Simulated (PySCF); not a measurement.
PySCF job for BH2Br, SMILES BBr, TDA-CAM-B3LYP/def2-TZVPD. Geometry: B3LYP-D3(BJ)/def2-TZVP.

```python
import numpy as np
from pyscf import gto, scf, dft, tdscf

mol = gto.M(
    atom='''
    B     0.00000000    0.00000000    1.55962366
    H     0.00000000    1.04714748    2.11107198
    H     0.00000000   -1.04714748    2.11107198
    Br    0.00000000    0.00000000   -0.34343607
    ''',
    basis='def2-TZVPD',
    charge=0,
    spin=0,
    symmetry=True,
    max_memory=1600,
    verbose=4,
)
mf = dft.RKS(mol, xc='cam-b3lyp').density_fit(auxbasis='def2-universal-jkfit')
mf.grids.level = 3
mf.conv_tol = 1e-9
mf.max_cycle = 100
mf.kernel()
mf.grids = dft.Grids(mol).set(level=1).build(with_non0tab=True)  # coarser grid for the response kernel
td = tdscf.TDA(mf)
td.singlet = True
td.nstates = 10
td.conv_tol = 1e-4
td.kernel(x0=td.get_init_guess(mf, 15))
td.analyze()
tt = tdscf.TDA(mf)
tt.singlet = False
tt.nstates = 4
tt.conv_tol = 1e-4
tt.kernel(x0=tt.get_init_guess(mf, 9))
tt.analyze(verbose=3)
```

It prints:

```
PySCF version 2.14.0

[INPUT] verbose = 4
[INPUT] num. atoms = 4
[INPUT] num. electrons = 42
[INPUT] charge = 0
[INPUT] spin (= nelec alpha-beta = 2S) = 0
[INPUT] symmetry True subgroup None
[INPUT] Mole.unit = angstrom
[INPUT] Symbol           X                Y                Z      unit          X                Y                Z       unit  Magmom
[INPUT]  1 B      0.000000000000   0.000000000000   1.559623660000 AA    0.000000000000   0.000000000000   2.947261574792 Bohr   0.0
[INPUT]  2 H      0.000000000000   1.047147480000   2.111071980000 AA    0.000000000000   1.978821949228   3.989347871443 Bohr   0.0
[INPUT]  3 H      0.000000000000  -1.047147480000   2.111071980000 AA    0.000000000000  -1.978821949228   3.989347871443 Bohr   0.0
[INPUT]  4 Br     0.000000000000   0.000000000000  -0.343436070000 AA    0.000000000000   0.000000000000  -0.649000113597 Bohr   0.0

nuclear repulsion = 67.2668316247768
point group symmetry = C2v
symmetry origin: [ 0.00000000e+00  0.00000000e+00 -8.54876102e-09]
symmetry axis x: [1. 0. 0.]
symmetry axis y: [0. 1. 0.]
symmetry axis z: [0. 0. 1.]
num. orbitals of irrep A1 = 49
num. orbitals of irrep A2 = 12
num. orbitals of irrep B1 = 23
num. orbitals of irrep B2 = 28
number of shells = 42
number of NR pGTOs = 186
number of NR cGTOs = 112
basis = def2-TZVPD
ecp = {}


[settings echo left out]
init E= -2599.2637330915
HOMO (B2) = -0.329431485327889  LUMO (B1) = -0.0825249705527833  gap/eV = 6.71867
cycle= 1 E= -2600.31536151536  delta_E= -1.05  |g|= 0.307  |ddm|= 1.48
HOMO (B2) = -0.346176291116055  LUMO (B1) = -0.05649669908777  gap/eV = 7.88258
cycle= 2 E= -2600.32335698176  delta_E= -0.008  |g|= 0.19  |ddm|= 0.346
HOMO (B2) = -0.350761004064342  LUMO (B1) = -0.030674325829577  gap/eV = 8.71000
cycle= 3 E= -2600.32924961553  delta_E= -0.00589  |g|= 0.0293  |ddm|= 0.137
HOMO (B2) = -0.351289878727651  LUMO (B1) = -0.0357160307075519  gap/eV = 8.58720
cycle= 4 E= -2600.32947445762  delta_E= -0.000225  |g|= 0.0126  |ddm|= 0.0282
HOMO (B2) = -0.352550482497219  LUMO (B1) = -0.0345337979767839  gap/eV = 8.65367
cycle= 5 E= -2600.32951177993  delta_E= -3.73e-05  |g|= 0.00188  |ddm|= 0.012
HOMO (B2) = -0.352051912544162  LUMO (B1) = -0.0344066055209451  gap/eV = 8.64357
cycle= 6 E= -2600.32951266482  delta_E= -8.85e-07  |g|= 0.000455  |ddm|= 0.00223
HOMO (B2) = -0.352127117500085  LUMO (B1) = -0.0344182121358498  gap/eV = 8.64530
cycle= 7 E= -2600.32951272554  delta_E= -6.07e-08  |g|= 3.56e-05  |ddm|= 0.00053
HOMO (B2) = -0.352131065333589  LUMO (B1) = -0.0344231935361838  gap/eV = 8.64527
cycle= 8 E= -2600.32951272658  delta_E= -1.03e-09  |g|= 7.51e-06  |ddm|= 7.78e-05
HOMO (B2) = -0.352130903504878  LUMO (B1) = -0.0344211664631437  gap/eV = 8.64532
cycle= 9 E= -2600.3295127266  delta_E= -2.55e-11  |g|= 1.15e-06  |ddm|= 1.3e-05
HOMO (B2) = -0.352131279531487  LUMO (B1) = -0.0344214030121899  gap/eV = 8.64533
Extra cycle  E= -2600.32951272661  delta_E= -3.64e-12  |g|= 6.69e-07  |ddm|= 2.15e-06
converged SCF energy = -2600.32951272661
tot grids = 17456


******** <class 'pyscf.tdscf.rks.TDA'> for <class 'pyscf.df.df_jk.DFSymAdaptedRKS'> ********
nstates = 10 singlet
deg_eia_thresh = 1.000e-03
wfnsym = None
conv_tol = 0.0001
eigh lindep = 1e-12
eigh level_shift = 0
eigh max_cycle = 100


Excitation energies (eV)
[4.64568125 6.5765461  6.81821532 7.28984241 7.38889139 7.7490374
 8.39075712 8.43149494 8.45128842 8.76616443]

** Singlet excitation energies and oscillator strengths **
Excited State   1:   A2      4.64568 eV    266.88 nm  f=0.0000
      21 -> 22        0.69967
Excited State   2:   A1      6.57655 eV    188.52 nm  f=0.1386
      19 -> 31       -0.11267
      20 -> 22       -0.67887
Excited State   3:   B1      6.81822 eV    181.84 nm  f=0.0018
      19 -> 22        0.69935
Excited State   4:   A2      7.28984 eV    170.08 nm  f=0.0000
      18 -> 22        0.69813
Excited State   5:   B2      7.38889 eV    167.80 nm  f=0.0468
      21 -> 23        0.62023
      21 -> 24        0.26175
      21 -> 27        0.17991
Excited State   6:   B2      7.74904 eV    160.00 nm  f=0.0031
      21 -> 23        0.27251
      21 -> 24       -0.59096
      21 -> 31        0.24667
Excited State   7:   B1      8.39076 eV    147.76 nm  f=0.1085
      20 -> 23       -0.59292
      20 -> 24       -0.32106
      20 -> 27       -0.16456
Excited State   8:   A1      8.43149 eV    147.05 nm  f=0.0453
      21 -> 25        0.69552
Excited State   9:   A2      8.45129 eV    146.70 nm  f=0.0000
      21 -> 26        0.69837
Excited State  10:   B1      8.76616 eV    141.43 nm  f=0.0224
      20 -> 23       -0.32771
      20 -> 24        0.54300
      20 -> 28       -0.14607
      20 -> 31       -0.25063

** Transition electric dipole moments (AU) **
state          X           Y           Z        Dip. S.      Osc.
  1        -0.0000      0.0000     -0.0000      0.0000      0.0000
  2         0.0000     -0.0000     -0.9276      0.8604      0.1386
  3        -0.1044     -0.0000     -0.0000      0.0109      0.0018
  4        -0.0000      0.0000      0.0000      0.0000      0.0000
  5        -0.0000      0.5084     -0.0000      0.2585      0.0468
  6         0.0000     -0.1274     -0.0000      0.0162      0.0031
  7        -0.7264     -0.0000      0.0000      0.5276      0.1085
  8         0.0000      0.0000     -0.4685      0.2195      0.0453
  9        -0.0000     -0.0000     -0.0000      0.0000      0.0000
 10        -0.3226      0.0000      0.0000      0.1041      0.0224

** Transition velocity dipole moments (imaginary part, AU) **
state          X           Y           Z        Dip. S.      Osc.
  1         0.0000      0.0000     -0.0000      0.0000      0.0000
  2         0.0000     -0.0000     -0.0634      0.0040      0.0111
  3        -0.0421     -0.0000     -0.0000      0.0018      0.0047
  4        -0.0000      0.0000      0.0000      0.0000      0.0000
  5        -0.0000      0.1431     -0.0000      0.0205      0.0503
  6        -0.0000     -0.0914     -0.0000      0.0083      0.0195
  7        -0.2155     -0.0000      0.0000      0.0465      0.1004
  8         0.0000      0.0000     -0.1445      0.0209      0.0449
  9        -0.0000     -0.0000      0.0000      0.0000      0.0000
 10        -0.0588     -0.0000      0.0000      0.0035      0.0071

** Transition magnetic dipole moments (imaginary part, AU) **
state          X           Y           Z
  1        -0.0000     -0.0000     -0.9564
  2        -0.0000      0.0000      0.0000
  3        -0.0000      1.5150     -0.0000
  4        -0.0000      0.0000      0.9312
  5        -0.5735      0.0000     -0.0000
  6        -0.4644      0.0000      0.0000
  7        -0.0000      0.0142     -0.0000
  8         0.0000      0.0000      0.0000
  9        -0.0000     -0.0000      0.0081
 10        -0.0000     -0.1779      0.0000


******** <class 'pyscf.tdscf.rks.TDA'> for <class 'pyscf.df.df_jk.DFSymAdaptedRKS'> ********
nstates = 4 triplet
deg_eia_thresh = 1.000e-03
wfnsym = None
conv_tol = 0.0001
eigh lindep = 1e-12
eigh level_shift = 0
eigh max_cycle = 100


Excitation energies (eV)
[4.3157399  5.19657436 6.16580463 6.65624527]

** Triplet excitation energies and oscillator strengths **
Excited State   1:   A2      4.31574 eV    287.28 nm  f=0.0000
Excited State   2:   A1      5.19657 eV    238.59 nm  f=0.0000
Excited State   3:   B1      6.16580 eV    201.08 nm  f=0.0000
Excited State   4:   A2      6.65625 eV    186.27 nm  f=0.0000
```

The calculation finished and met its thresholds.
